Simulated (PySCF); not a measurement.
**Peak assignment**

Mapped SMILES: `[O:1]=[CH:2][SiH2:3][CH2:4]/[C:5]([SiH3:6])=[CH:7]\[F:8]` (H(Xn): hydrogen on atom n).

- structure optimised with GFN2-xTB
- NMR shieldings at PBE0/pcSseg-1/GIAO
- code: PySCF 2.14.0 with density-fitted response routines
- single conformer, gas phase, no relativistic terms, equivalent nuclei averaged

Scale: TMS for ¹³C (σ = 186.93 ppm), ¹H (σ = 31.72 ppm) (reference shieldings calculated alike).

Q: Assign these signals to the numbered atoms. ¹³C{¹H} NMR (computed): δ 249.3, 159.6, 113.1, 11.9.

A: 
249.3 → C2, carbonyl carbon
159.6 → C7, alkene CH: the olefinic region
113.1 → C5, fully substituted alkene carbon: the olefinic region
11.9 → C4, allylic sp3 CH2 bonded to Si: an electropositive neighbour leaves it electron-rich and shielded

Q: Assign these signals to the numbered atoms. ¹H NMR (400 MHz, computed): δ 12.13 (t, 1H), 6.56 (m, 1H), 4.52 (m, 2H), 4.47 (s, 3H), 2.05 (t, 2H).

A: 
12.13 → H(C2), hydrogen on a carbonyl carbon
6.56 → H(C7), hydrogen on an alkene CH: a vinylic proton, deshielded by the sp2 carbon and the C=C anisotropy
4.52 → H(Si3), hydrogen on a silicon bonded to 2 C
4.47 → H(Si6), hydrogen on a silicon bonded to C
2.05 → H(C4), hydrogen on an allylic sp3 CH2 bonded to Si: allylic position

H(Si3) and H(Si6) lie closer than the usual error of such a calculation, so a measured spectrum could show them in the other order.

Splittings by ¹⁹F in the carbon and heteronuclear signals aren't shown, as no couplings were computed. Shifts are as computed. Against solution values, carbons near 30 ppm lie about +3 ppm off and those near 130 ppm about +5 ppm. Of 1211 compounds with measured shifts, 218 miss one by over three times the rms of a fit or turn the order of signals round; such compounds aren't used in these exercises. No couplings were computed; multiplicities are counted from neighbouring protons, with m where these are inequivalent, close in shift, in a saturated or five-membered ring or joined by F or P, and br s for small geminal =CH2 splittings.
